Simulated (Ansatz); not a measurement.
Input file for Ansatz (an electronic-structure program): R-wB97M-V/def2-TZVPPD on HF (SMILES F). Files ending in .json are basis or fitting sets from the Basis Set Exchange.

Ansatz 0.2 input:
```yaml
crystal:
  periodic: [false, false, false]
  atoms:
    - {symbol: F, position_ang: [0.45494098, 0.38365637, 0.11229930]}
    - {symbol: H, position_ang: [0.33875157, -0.06119823, 0.92007403]}
basis:
  gaussian:
    orbitals: def2-TZVPPD.json
hamiltonian:
  xc: {name: wB97M-V}
scf: {lower_state_search: off}
```

It printed:

```
WARN ansatz: RAYON_NUM_THREADS=1 ignored (pool sized by the plan → 1); use --threads N
Functional definition: wB97M-V
these checks for a lower state are left out or cut short: stability, starts, cluster_reference, orbital_swaps, neighbouring_geometries, increment
integrals: 0.01 GiB planned
256 factors; their error is unknown
integrals: 0.04 GiB planned
78 factors; integrals over basis functions are off by at most 2.5e-5 eV
mean field: 0.11 GiB planned
mean field evaluation 1: about -2732.4596 eV, gradient 2.9e1 eV
mean field evaluation 2: about -2732.3464 eV, gradient 3.4e1 eV
mean field evaluation 4: about -2733.7439 eV, gradient 2.5e-1 eV
mean field evaluation 8: about -2733.7496 eV, gradient 9.4e-3 eV
mean field -2733.74961111 eV, -100.4634452061 hartree, gradient 6.2e-6 eV, S^2 0.000000; 0 other end points of the search recorded, 0 dependent functions left out
reference -2733.74965586 eV, -100.4634468507 hartree; 5, 5 occupied and 52, 52 virtual orbitals, 256 factors
Total energy: -2733.74965586 eV, -100.4634468507 hartree
Checks for a lower state left out: stability, starts, cluster_reference, orbital_swaps, neighbouring_geometries, increment
```

Self-consistency was reached.

Cost: around 0.7 core-seconds (rough).
